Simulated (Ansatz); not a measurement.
`[F][SnH]([SiH3])[Cl]` + CH₃NH₂ → `C[NH][SnH]([F])[Cl]` + SiH₄ at 298.15 K and 1 bar (cleavage of the Sn–Si bond).

Isolated molecules relaxed with PBE0-D4/def2-TZVP in Ansatz; ΔE leaves out vibrations. CCSD(T)/CBS adds triple-zeta CCSD(T) − MP2 to the extrapolated MP2 energy (def2 sets, frozen cores). This one scheme is used for every species. def2 core potentials past Kr. For Sn outer-core shells are correlated without core-valence functions, which leaves a few kJ/mol of doubt a bond. Each species was taken in one conformer, which may not be the lowest.

```csv
species,CCSD(T)/CBS energy (Eh),H − E (kJ/mol),S (J/(mol·K))
`[F][SnH]([SiH3])[Cl]`,-1065.15429,113.6,378.1
CH₃NH₂,-95.75281,180.0,240.4
`C[NH][SnH]([F])[Cl]`,-869.43527,191.8,385.1
SiH₄,-291.46306,92.1,204.8
```

H − E and S are ideal-gas, rigid-rotor, harmonic terms from PBE0-D4/def2-TZVP, for one conformer and one mirror image of each species. 1 Eh = 2625.50 kJ/mol, R = 8.31446 J/(mol·K).

Task: By hand: ΔE, ΔH, ΔS and ΔG.

Result: ΔE = (-869.43527) + (-291.46306) − (-1065.15429) − (-95.75281) = 0.00877 Eh = 23.0 kJ/mol. Δ(H − E) = 191.8 + 92.1 − 113.6 − 180.0 = -9.7, so ΔH = 13.3 kJ/mol. ΔS = 385.1 + 204.8 − 378.1 − 240.4 = -28.6 J/(mol·K). ΔG = 13.3 − 298.15 × (-28.6)/1000 = 21.8 kJ/mol.

Task: By hand: the equilibrium constant, and the temperature at which ΔG would vanish if ΔH and ΔS stayed fixed.

Result: log₁₀ K = −ΔG/(RT ln 10) = -3.8. ΔH and −TΔS have one sign here, so there is no such temperature.

TΔS isn't small against ΔH here. A doubt of 5 kJ/mol in ΔE shifts log₁₀ K by 0.9 here. Other conformers and mirror images would add mixing entropy, several J/(mol·K) or more a flexible species. Modes under 60 cm⁻¹, often nearly free rotors, make the harmonic entropy too high. These are equilibria of isolated gas molecules and say nothing of rates. Largest T1 diagnostic: 0.013 (customary marks: 0.02 for closed shells, 0.045 for open ones).
